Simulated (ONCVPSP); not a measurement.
sulfur: variants of one ONCV potential

Base potential:

```json
{
  "Element": "sulfur (S)",
  "Generator": "ONCVPSP 4.0.1",
  "Type": "optimised norm-conserving Vanderbilt (ONCV)",
  "Functional": "LDA (Perdew-Zunger)",
  "Relativity": "scalar-relativistic",
  "Frozen core": "[Ne]",
  "Valence charge": "6",
  "Reference configuration": "3s2 3p3 (charge +1)",
  "Partial waves": "3s: rc 1.35 bohr, ncon 3, nbas 8, qcut 5.7 1/bohr, local; 3p: rc 1.60 bohr, ncon 5, nbas 9, qcut 4.6 1/bohr, 1 projector; d scattering state at 0.36 Ha: rc 1.55 bohr, ncon 5, nbas 9, qcut 7 1/bohr, 1 projector",
  "Local potential": "the s channel",
  "Core correction": "none"
}
```

All-electron outer shells of the reference configuration (LDA (Perdew-Zunger), scalar-relativistic, ld1.x):

```tsv
shell	level (eV)	outermost node (bohr)	outermost maximum (bohr)
2s	-222.51	0.13	0.39
2p	-168.26	–	0.33
3s	-27.63	0.60	1.39
3p	-16.88	0.58	1.55
```

Cutoffs, loose and tight: the cutoffs (Ha) at which the residual kinetic energy of the hardest occupied pseudo-wave falls to 1 and 0.1 mHa per electron. They do not see the model core or the augmentation charge, which bear on the density cutoff. Test errors are all-electron minus pseudo excitation energies from the reference, over the configurations 3s2 3p4; 3s2 3p2; 3s2 3p1; 3s1 3p5. A dash means not determined; rows that change the core or the reference have their own tests.

```tsv
change	outcome	cutoff, loose	cutoff, tight	bound ghosts	GHOST(+) flags above zero	largest test error (meV)
base	generated	13 Ha	35 Ha	none	none	+81
p: rc 1.1	failed: test_data: rc < rc(lloc) for l = 1. Not allowed.	–	–	–	–	–
p: rc 1.32	failed: test_data: rc < rc(lloc) for l = 1. Not allowed.	–	–	–	–	–
p: rc 1.9	generated	13 Ha	17 Ha	none	none	+73
p: rc 2.06	generated	13 Ha	17 Ha	none	none	+68
p: rc 2.28	generated	13 Ha	17 Ha	none	none	+61
```

**Question.** What comes out with this change to the base: p: rc 1.68?

**Answer.** outcome: generated; cutoff, loose: 13 Ha; cutoff, tight: 37 Ha; bound ghosts: none; GHOST(+) flags above zero: none; largest test error (meV): +79.

**Question.** What comes out with this change to the base: p: rc 1.52?

**Answer.** outcome: generated; cutoff, loose: 13 Ha; cutoff, tight: 28 Ha; bound ghosts: none; GHOST(+) flags above zero: none; largest test error (meV): +81.

Reading the sweep of the p radius (base included, trends over the rows without a ghost): The loose cutoff stays near 13 Ha. The median size of the test errors (rows with all tests solved) stays near 8.4 meV. The generation fails at 1.1, 1.32 bohr.
